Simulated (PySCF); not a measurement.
Species: cyclo-(F2SnNH)2.
Geometry (PBE0-D3(BJ)/def2-SVP, Å), atoms numbered from 1 in this order:
```xyz
10
F4H2N2Sn2 angstrom
Sn    -0.773   -1.087    0.690
F     -0.183   -2.396    1.964
F     -2.634   -1.534    0.550
N     -0.269    0.840    1.005
Sn     0.797    1.071   -0.690
F      0.207    2.387   -1.957
F      2.660    1.514   -0.556
N      0.288   -0.853   -1.007
H     -0.450    1.467    1.778
H      0.482   -1.486   -1.773
```

Computed with TDDFT wB97X-D/def2-SVPD, vertical, gas phase, core orbitals frozen in the response, def2 core potentials past Kr in PySCF 2.14.0, density-fitted response routines. Spin–orbit coupling is left out.

Question: Predict the UV-vis stick spectrum at this level.

Answer: 

```tsv
state	E (eV)	λ (nm)	f	|μ| (D)	main configurations (H = HOMO, L = LUMO)
S1	3.93	315.2	0.0000	0.01	H→L (98%)
S2	4.98	249.1	0.053	1.67	H-1→L (94%)
S3	5.49	225.8	0.0000	0.02	H→L+1 (95%)
S4	5.80	213.6	0.0000	0.00	H-2→L (97%)
S5	6.50	190.8	0.0000	0.01	H-1→L+1 (89%)
S6	6.77	183.2	0.0060	0.48	H→L+2 (93%)
S7	7.20	172.2	0.363	3.64	H-3→L (82%), H-9→L+1 (8%)
S8	7.26	170.7	0.0002	0.09	H-4→L (73%), H-5→L+1 (15%)
S9	7.27	170.5	0.064	1.52	H-5→L (75%), H-4→L+1 (16%)
S10	7.31	169.5	0.0001	0.04	H-6→L (77%), H-7→L+1 (14%)
```

Triplets (Tamm–Dancoff): T1 3.59 eV, H→L (95%); T2 4.48 eV, H-1→L (89%), H→L+2 (8%); T3 5.18 eV, H→L+1 (93%); T4 5.40 eV, H-2→L (94%).

The lowest singlet comes at 315 nm (380 kJ/mol) in the ultraviolet; it is dark (f under 0.0005); its leading configuration is HOMO→LUMO (98%). The most intense listed level is S7 at 7.20 eV (172 nm, f = 0.363), 3.27 eV above S1. S8/S9 lie within about 0.01 eV of each other. Löwdin shares by element: HOMO nitrogen 83%, hydrogen 8%; LUMO tin 47%, nitrogen 18% (atoms not listed hold the other 35%). The listed states span 3.38 eV, and the widest gap between neighbours is 1.04 eV (S1 to S2). Orbital energies (eV): HOMO-3 -13.14, HOMO-2 -12.16, HOMO-1 -11.31, HOMO -10.35, LUMO -1.71, LUMO+1 0.13, LUMO+2 0.98. Of the 10 states listed, 3 reach f = 0.01 and 6 stay under 0.0005. The vertical ionisation energy (ΔSCF) is 10.47 eV, 3.15 eV above S10. Singlets were solved by full linear response, triplets in the Tamm–Dancoff approximation.

Hardware: Intel Xeon at 2.50 GHz, one thread, shared host. Cost: 5.0 min of wall time (with the writing of density and orbital grids), 1.2 GiB resident at most.

One conformer stands for the species.
